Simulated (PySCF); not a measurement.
AlF₂H₃O₂Si, SMILES F[SiH](F)[Al]([OH])[OH].

The structure is a stationary point at ωB97X-D3(BJ)/def2-SVP. The structure was generated by enumeration; whether it is a known compound was not checked. One conformer was computed; it need not be the lowest.

All values below come from TDDFT-PBE/def2-SVPD (PySCF 2.14.0).

Vertical excitations. Isolated molecule, no solvent.

| state | energy (eV) | λ (nm) | f | main pairs |
|---|---|---|---|---|
| S1 | 5.47 | 227 | 0.026 | HOMO→LUMO 96 % |
| S2 | 5.69 | 218 | 0.000 | HOMO−2→LUMO 100 % |
| S3 | 5.89 | 210 | 0.007 | HOMO−1→LUMO 89 % |
| S4 | 5.94 | 209 | 0.116 | HOMO→LUMO+1 91 % |
| S5 | 6.34 | 196 | 0.000 | HOMO−1→LUMO+1 100 % |
| S6 | 6.37 | 195 | 0.012 | HOMO→LUMO+2 75 %, HOMO−2→LUMO+1 21 % |
| S7 | 6.43 | 193 | 0.078 | HOMO−3→LUMO 78 %, HOMO−2→LUMO+2 12 % |
| S8 | 6.62 | 187 | 0.144 | HOMO−2→LUMO+1 67 %, HOMO→LUMO+2 17 % |
| S9 | 6.64 | 187 | 0.003 | HOMO−1→LUMO+2 84 % |
| S10 | 6.70 | 185 | 0.000 | HOMO−4→LUMO 90 % |
| T1 | 4.48 | 277 | 0 | HOMO→LUMO 98 % |
| T2 | 5.42 | 229 | 0 | HOMO→LUMO+1 56 %, HOMO−1→LUMO 22 %, HOMO→LUMO+2 18 % |
| T3 | 5.45 | 227 | 0 | HOMO−1→LUMO 68 %, HOMO→LUMO+1 29 % |
| T4 | 5.54 | 224 | 0 | HOMO→LUMO+2 79 % |
Triplets are in the Tamm–Dancoff approximation, which puts them higher than full response would, so one can lie above its singlet here.
